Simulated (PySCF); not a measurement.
Two species compared at the same levels of theory.

First species: (CH3)2CHCHF2, C4H8F2.
Numbering: `[CH3:1][CH:2]([CH3:3])[CH:4]([F:5])[F:6]` (hydrogens: H7, H8, H9 on C1; H10 on C2; H11, H12, H13 on C3; H14 on C4)

Second species: C₅H₉BNP.
SMILES: `[PH3+][BH2-]c1ccncc1`

Levels: CAM-B3LYP/def2-SVPD for dipole moment, HOMO energy, LUMO energy, HOMO–LUMO gap, static isotropic polarisability and electronic spatial extent ⟨r²⟩ about the centre of nuclear charge; TDDFT CAM-B3LYP/def2-SVPD for lowest singlet excitation; TDA CAM-B3LYP/def2-SVPD for lowest triplet excitation (Tamm–Dancoff); ΔSCF CAM-B3LYP/def2-SVPD for vertical ionisation energy; PBE0-D3(BJ)/def2-SVP for rotational constant A and rotational constant C. Geometries: PBE0-D3(BJ)/def2-SVP. Each structure is a single optimised conformer of the isolated species, non-relativistic unless stated. Electronic properties by PySCF.

The conformers computed, where there is a choice (atom-mapped SMILES and torsion angles):
- `[CH3:1][CH:2]([CH3:3])[CH:4]([F:5])[F:6]`: C1–C2–C4–F5 -177°
- `[PH3+:1][BH2-:2][c:3]1[cH:4][cH:5][n:6][cH:7][cH:8]1`: P1–B2–C3–C4 90°

Values for the first species:

```
Dipole moment                                                     : 2.26 D
HOMO energy                                                       : -10.77 eV
LUMO energy                                                       : 1.25 eV
HOMO–LUMO gap                                                     : 12.02 eV
Lowest singlet excitation                                         : 9.01 eV
Lowest triplet excitation (Tamm–Dancoff)                          : 8.72 eV
Static isotropic polarisability                                   : 52.1 au
Vertical ionisation energy                                        : 11.73 eV
Electronic spatial extent ⟨r²⟩ about the centre of nuclear charge : 594 bohr²
Rotational constant A                                             : 4.703 GHz
Rotational constant C                                             : 2.381 GHz
```

Task: Estimate the same properties for the second species, and the change in each.

Result: 
| property | first | second | second less first |
| --- | --- | --- | --- |
| dipole moment | 2.26 D | 5.65 D | +3.39 D |
| HOMO energy | -10.77 eV | -8.41 eV | +2.36 eV |
| LUMO energy | 1.25 eV | 0.24 eV | -1.01 eV |
| HOMO–LUMO gap | 12.02 eV | 8.65 eV | -3.37 eV |
| lowest singlet excitation | 9.01 eV | 4.97 eV | -4.04 eV |
| lowest triplet excitation (Tamm–Dancoff) | 8.72 eV | 4.17 eV | -4.55 eV |
| static isotropic polarisability | 52.1 au | 106.9 au | +54.8 au |
| vertical ionisation energy | 11.73 eV | 9.02 eV | -2.71 eV |
| electronic spatial extent ⟨r²⟩ about the centre of nuclear charge | 594 bohr² | 1355 bohr² | +761 bohr² |
| rotational constant A | 4.703 GHz | 3.919 GHz | -0.784 GHz |
| rotational constant C | 2.381 GHz | 0.877 GHz | -1.504 GHz |

On the first: In wavenumbers S1 is 72700 cm⁻¹ (1 eV = 8065.54 cm⁻¹). No computed singlet falls in the visible range (750 to 380 nm, 1.65 to 3.26 eV); S1 lies 5.75 eV above its blue end.

On the second: The vertical singlet–triplet gap S1 − T1 is 0.80 eV (TDDFT singlet less Tamm–Dancoff triplet). The dipole equals about 18.8 × 10⁻³⁰ C·m (1 D = 3.33564 × 10⁻³⁰ C·m).
